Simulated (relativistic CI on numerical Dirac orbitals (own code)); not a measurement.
# Sensitivity of the levels of N⁴⁺ to α

Method of calculation: Dirac-Coulomb-Breit CI, orbitals from a KLI potential per configuration, valence Slater integrals scaled by 0.85, P86 correlation energy added to each configuration, derivatives by finite differences, QED left out (own radial code, finite nucleus).

Configurations in the expansion (outside the closed core 1s2): 2s, 2p, 3s, 3p, 3d. Levels of other configurations are missing.

With x = (α/α₀)² − 1 an excitation energy changes as ω = ω₀ + qx; K = 2q/ω₀ is the relative enhancement. Terms are leading LS components, so labels can repeat.

Lowest level 2s 2S_1/2.

```json
{"Level": "2p 2P°_1/2", "ω₀ (cm⁻¹)": "82587", "q (cm⁻¹)": "216.8", "K": "0.00525"}
{"Level": "2p 2P°_3/2", "ω₀ (cm⁻¹)": "82835", "q (cm⁻¹)": "464.9", "K": "0.0112"}
{"Level": "3s 2S_1/2", "ω₀ (cm⁻¹)": "455943", "q (cm⁻¹)": "314.2", "K": "0.00138"}
{"Level": "3p 2P°_1/2", "ω₀ (cm⁻¹)": "477678", "q (cm⁻¹)": "375.7", "K": "0.00157"}
{"Level": "3p 2P°_3/2", "ω₀ (cm⁻¹)": "477748", "q (cm⁻¹)": "445.6", "K": "0.00187"}
{"Level": "3d 2D_3/2", "ω₀ (cm⁻¹)": "482552", "q (cm⁻¹)": "433", "K": "0.00179"}
{"Level": "3d 2D_5/2", "ω₀ (cm⁻¹)": "482574", "q (cm⁻¹)": "455.3", "K": "0.00189"}
```

At this charge configurations can still be misplaced by up to about 7 % of their energy.
